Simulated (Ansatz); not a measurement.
A structure relaxed at r2SCAN/def2-TZVPD in Ansatz, charge -1, doublet:

Cartesian coordinates in Å:
```
Cs 4.4504 -1.0172 0.3328
Cs -5.3882 -1.9155 -2.5838
Cs -0.9684 -0.5179 -0.0750
Cs 1.9063 3.4507 2.3260
```

(1) Give its formula and point group.

(2) Summarise the bond lengths by kind (pairs closer than 1.2 times the sum of covalent radii, bridged metal pairs left out).

## Answers

(1) Cs₄⁻ (the lowest doublet isomer of a short search). Point group Cs (tolerance 0.1 Å).

(2) 4 × Cs–Cs 5.27 to 5.51 Å.

In the def2 sets Cs takes a core potential; there is no spin–orbit coupling. The charge -1 doublet is spin-contaminated (final ⟨S²⟩ up to 1.35, 0.75 for a pure state). The relaxation made no stability test and no search for a lower SCF solution. The structure comes from a short search, and lower isomers may exist.
